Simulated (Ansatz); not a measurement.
Species: C4H4O2, SMILES `Oc1ccco1` (H–O–C–O torsion 180°) (charge 0, multiplicity 1).

Q: Give a relaxed geometry from CAM-B3LYP-D3(BJ)/def2-TZVP run with Ansatz (a first-principles code).

A: Several could match; the one computed here: the end point of this relaxation, one of several conformers (outside a Z-matrix the atoms follow the SMILES, hydrogens last).
Bonds (Å): O1–C2 1.338, O1–H7 0.962, C2–C3 1.353, C2–O6 1.335, C3–C4 1.435, C3–H8 1.076, C4–C5 1.344, C4–H9 1.077, C5–O6 1.371, C5–H10 1.074. Bond angles (°): C2–O1–H7 109.3, O1–C2–C3 134.7, O1–C2–O6 113.6, C3–C2–O6 111.8, C2–C3–C4 104.9, C2–C3–H8 127.1, C4–C3–H8 127.9, C3–C4–C5 106.8, C3–C4–H9 127.0, C5–C4–H9 126.2, C4–C5–O6 109.8, C4–C5–H10 134.4, O6–C5–H10 115.8, C2–O6–C5 106.7.
